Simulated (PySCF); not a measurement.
## Unknown compound

The spectra below were simulated for a compound C7H11FSi.

¹H NMR (500 MHz, computed): δ 6.46 (m, 1H), 5.22 (m, 1H), 4.61 (m, 2H), 2.35 (sept, 1H), 1.05 (d, 6H).

¹³C{¹H} NMR (computed): δ 185.6 (C), 178.1 (C), 128.9 (CH), 109.5 (CH), 41.8 (CH), 22.8 (CH3).

Equivalent nuclei averaged, non-relativistic, isolated molecule, single conformer. PBE0-D3(BJ)/def2-SVP geometry; shieldings: GIAO PBE0/pcSseg-1; PySCF 2.14.

Referencing at the same level of theory: TMS for ¹H (σ = 31.27 ppm) and ¹³C (σ = 184.41 ppm).

**Question.** Deduce the structure.

**Answer.** 
- The formula gives 3 degrees of unsaturation (1 ring in the answer).
- 6 carbon signals for 7 carbons: some carbons are equivalent by symmetry or fast rotation.
- Carbon types of the structure: 2 × C, 3 × CH, 2 × CH3, leaving 2 H on heteroatoms.
- δC 185.6, 178.1: fully substituted alkene carbon.
- δC 128.9, 109.5: alkene CH; the olefinic region.
- δC 41.8: allylic sp3 CH; aliphatic region, no heteroatom directly attached.
- δC 22.8: methyl carbon; saturated and bonded to C and H only.
- δH 6.46, 5.22: hydrogen on an alkene CH; a vinylic proton, deshielded by the sp2 carbon and the C=C anisotropy.
- δH 4.61: hydrogen on a silicon bonded to 2 C, in a 5-membered ring.
- δH 2.35: hydrogen on an allylic sp3 CH; allylic position.

The compound is `CC(C)C1=C[SiH2]C(F)=C1`.

This is the structure that produced the data.

Splittings by ¹⁹F in the carbon and heteronuclear signals aren't shown, as no couplings were computed. Shifts are as computed. Against solution values, carbons near 30 ppm lie about +2 ppm off and those near 130 ppm about +5 ppm. Of 1309 compounds with measured shifts, 239 miss one by over three times the rms of a fit or turn the order of signals round; such compounds aren't used in these exercises. Multiplicities follow the n + 1 count of equivalent neighbours, as no J values were calculated; m marks all less simple cases, F and P coupling included.
